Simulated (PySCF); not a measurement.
NICS in isomers of C7H12OP2.

NICS is the negative of the GIAO shielding at a point without a nucleus: at the ring centre (0) and 1 Å above and below it (1); zz is the component along the ring normal. Level: GIAO PBE0/pcSseg-1 (PySCF, non-relativistic, gas phase) on the GFN2-xTB geometries, one conformer each. Atom numbers follow the mapped SMILES.

Question: Order these rings by mean NICS(1)zz, lowest (most negative) first (ppm).
A. ring P4–C6–C7–C8–C9–C10 in `[CH3:1][P:2]([CH3:3])[P:4]1(=[O:5])[CH:6]=[CH:7][CH2:8][CH:9]=[CH:10]1`
B. ring C6–C7–C8–C9–O10 in `[CH3:1][CH:2]([CH3:3])[P:4]([PH2:5])[c:6]1[cH:7][cH:8][cH:9][o:10]1`
C. ring C3–C4–P5–C8–C9 in `[CH3:1][O:2][c:3]1[cH:4][p:5]([CH2:6][PH2:7])[cH:8][c:9]1[CH3:10]`

Answer: B (-26.1), C (-12.4), A (-5.0).

```json
{"SMILES": "CC(C)P(P)c1ccco1", "ring": "5-membered ring with O; formal bonds all aromatic", "NICS(0)": "-11.7", "NICS(1)": "-10.4", "NICS(1)zz": "-26.1", "HOMA": "0.49", "rms pucker (Å)": "0.00", "ring atoms with four or more neighbours": "0"}
{"SMILES": "COc1cp(CP)cc1C", "ring": "5-membered ring with P; bonds drawn aromatic by RDKit's count", "NICS(0)": "-6.3", "NICS(1)": "-6.5", "NICS(1)zz": "-12.4", "HOMA": "0.03", "rms pucker (Å)": "0.04", "ring atoms with four or more neighbours": "0"}
{"SMILES": "CP(C)P1(=O)C=CCC=C1", "ring": "6-membered ring with P; formal bonds 2 double, 4 single", "NICS(0)": "-2.6", "NICS(1)": "-4.0", "NICS(1)zz": "-5.0", "HOMA": "–", "rms pucker (Å)": "0.24", "ring atoms with four or more neighbours": "2"}
```

NICS(0) gives the same order. The isotropic NICS(1) gives the same order. HOMA uses Krygowski's 1993 parameters; it is left out where a ring has a four-coordinate atom, a triple bond, no multiple bond or a kind of bond without parameters. NICS(1) and NICS(1)zz are means over the two faces.
